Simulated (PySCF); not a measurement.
**Worked example: oscillator strength and radiative lifetime**

(3R)-1-fluoro-3-methylcyclobutene (C5H7F), SMILES C[C@H]1C=C(F)C1.

Geometry optimised at B3LYP-D3(BJ)/def2-SVP.

TDA-PBE/def2-SVPD (PySCF 2.14.0) puts the first singlet state with f over 0.02 at 6.78 eV (vertical), with the transition dipole (-0.348, -0.491, -0.243) in atomic units.

Task: Find the oscillator strength, the wavelength and the radiative lifetime that this transition would have in vacuum if emission retraced absorption.

Result: 
|μ|² = 0.4212 au, so |μ| = 1.65 D. ΔE = 6.78/27.211 = 0.2492 hartree. f = (2/3) ΔE |μ|² = 0.070 (the program prints 0.070).
λ = 1239.84/6.78 = 183 nm; ν = 54684 cm⁻¹.
Einstein's coefficient A = 0.6670 ν² f s⁻¹ (ν in cm⁻¹) = 1.4e8 s⁻¹, so τ = 1/A = 7.2 ns. This state is S3; the lower singlets have f = 0.019, 0.016. The figure is the radiative limit of this one transition; relaxation, internal conversion, crossing to triplets and a medium change what is measured.
